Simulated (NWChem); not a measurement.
System meant: GaO, doublet; SMILES [Ga]=[O]

Input file for NWChem:

```
start job
memory heap 200 mb stack 900 mb global 1100 mb
geometry units angstroms noautoz
  Ga     0.000000     0.000000    -0.367999
  O      0.000000     0.000000     1.338887
end
basis spherical
  * library def2-svp
end
dft
  odft
  mult 2
  xc xpbe96 cpbe96
  iterations 4
  mulliken
end
task dft energy
```

End of the output:

```
     --------------------------
     Expectation value of S2:
     --------------------------
      <S2> =      0.7532 (Exact =     0.7500)

 center of mass
 --------------
 x =   0.00000000 y =   0.00000000 z =  -0.05411459

 moments of inertia (a.u.)
 ------------------
         135.069280117739           0.000000000000           0.000000000000
           0.000000000000         135.069280117739           0.000000000000
           0.000000000000           0.000000000000           0.000000000000

     Multipole analysis of the density
     ---------------------------------

     L   x y z        total         alpha         beta         nuclear
     -   - - -        -----         -----         ----         -------
     0   0 0 0     -0.000000    -20.000000    -19.000000     39.000000

     1   1 0 0     -0.000000     -0.000000      0.000000      0.000000
     1   0 1 0     -0.000000     -0.000000     -0.000000      0.000000
     1   0 0 1     -0.492657     -0.410323     -0.082335      0.000000

     2   2 0 0    -15.466868     -8.338453     -7.128415      0.000000
     2   1 1 0      0.000000     -0.000000      0.000000      0.000000
     2   1 0 1     -0.000000     -0.000000     -0.000000      0.000000
     2   0 2 0    -15.466868     -8.338453     -7.128415      0.000000
     2   0 1 1     -0.000000     -0.000000     -0.000000      0.000000
     2   0 0 2    -16.855944    -45.384697    -37.630985     66.159738

 ------------------------------------------------------------------------
 dft energy failed                                                                                  0
 ------------------------------------------------------------------------
 ------------------------------------------------------------------------
  current input line :
    17: task dft energy
 ------------------------------------------------------------------------
 ------------------------------------------------------------------------
 This type of error is most commonly associated with calculations not reaching convergence criteria
 ------------------------------------------------------------------------
 For more information see the NWChem manual at https://nwchemgit.github.io

0:dft energy failed:Received an Error in Communication
```

Question: What is wrong, and how is it mended?

Answer: Convergence was not reached. Cause: the SCF was allowed too few iterations. This input runs:
```
start job
memory heap 200 mb stack 900 mb global 1100 mb
geometry units angstroms noautoz
  Ga     0.000000     0.000000    -0.367999
  O      0.000000     0.000000     1.338887
end
basis spherical
  * library def2-svp
end
dft
  odft
  mult 2
  xc xpbe96 cpbe96
  iterations 150
  mulliken
end
task dft energy
```
It converges to -1999.35808 Ha (PBE/def2-SVP, spin-unrestricted).
